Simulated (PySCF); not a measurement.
# Two-component Hartree-Fock for As(18+) (arsenic, charge +18)

Start: [Ne] 3s2 3p3; 3p1/2 filled at m_j = -1/2, +1/2; 3p3/2 filled at m_j = +3/2. Calculated with PySCF 2.14 in an uncontracted even-tempered set (19 s from 1.9 bohr⁻², ratio 2.4; 13 p from 2.4 bohr⁻², ratio 2.4; 5 d from 10 bohr⁻², ratio 2.6; 4 f from 16 bohr⁻², ratio 2.6): generalised Hartree-Fock with the X2C-1e Hamiltonian and a Gaussian nucleus; one run each with spin-orbit coupling (SO) switched off, then screened by Boettger's factors.

```csv
spinor shell,electrons,"ε, spin-free (eV)","ε, screened SO (eV)",weight of nominal j (screened SO),"rms radius, screened SO (bohr)"
1s1/2,2,-12650.1,-12649.6,1.000,0.0524
2s1/2,2,-2259.7,-2259.5,1.000,0.216
2p1/2,2,-2063.4,-2090.4,0.991,0.191
3s1/2,2,-779.90,-779.79,1.000,0.549
3p1/2,2,-727.31,-728.98,0.738,0.541
3p3/2,1,-727.31,-723.94,1.000,0.545
```

Problem. Where does 2p3/2 lie, and what is the 2p spin-orbit splitting (screened SO)?

Solution. At -2050.1 eV, 40.248 eV above 2p1/2.

```
   quantity    spin-free  screened SO
E (hartree)  -2081.10760  -2081.26975
        M_J          3/2          3/2
       ⟨J²⟩        3.750        3.761
       ⟨L²⟩        0.000        0.302
       ⟨S²⟩        3.750        3.361
```

Each row is a mean over spinors that exchange with the open shell spreads, by up to 28.852 eV (3s1/2).

Rows whose weight is well below 1 are mixtures of j = l ± 1/2: exchange outweighs spin-orbit coupling there, and the label is only the starting occupation.

Without spin-orbit coupling the j labels of p, d and f shells carry no meaning; the spin-free column gives the mean over the occupied spinors of each nl shell.
